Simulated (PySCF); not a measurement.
ClH3MoO4, multiplicity 1. Atoms are numbered in the order given.

```xyz
9

Mo     0.3150     0.1262    -0.0272
O      0.6874     1.7489    -0.0024
Cl    -2.0520    -0.4905     0.0929
O      1.8932    -0.8750    -0.1066
H      2.6518    -0.6928     0.4689
O      0.0846    -0.1302     1.8204
H     -0.6771    -0.6031     2.1890
O     -0.0928    -0.1311    -1.8301
H     -0.9004    -0.5650    -2.1463
```

Geometry: B3LYP-D3(BJ)/def2-SVP. The spin state was assumed, not searched. The structure was generated by enumeration; whether it is a known compound was not checked. The def2 effective core potentials stand for the cores of Mo; spin–orbit coupling is left out. The values are those of a single conformer.

Method: CAM-B3LYP/def2-TZVP run with PySCF.

ESP charges are fitted to the potential on shells at 1.4 to 2.0 van der Waals radii. Atomic charges (e):

```
atom  Löwdin  ESP fit  Mulliken
----  ------  -------  --------
Mo1     0.63     1.19      1.73
O2     -0.22    -0.32     -0.49
Cl3    -0.11    -0.37     -0.42
O4     -0.29    -0.61     -0.67
H5      0.19     0.45      0.36
O6     -0.29    -0.63     -0.62
H7      0.17     0.43      0.36
O8     -0.27    -0.56     -0.62
H9      0.18     0.41      0.36
```
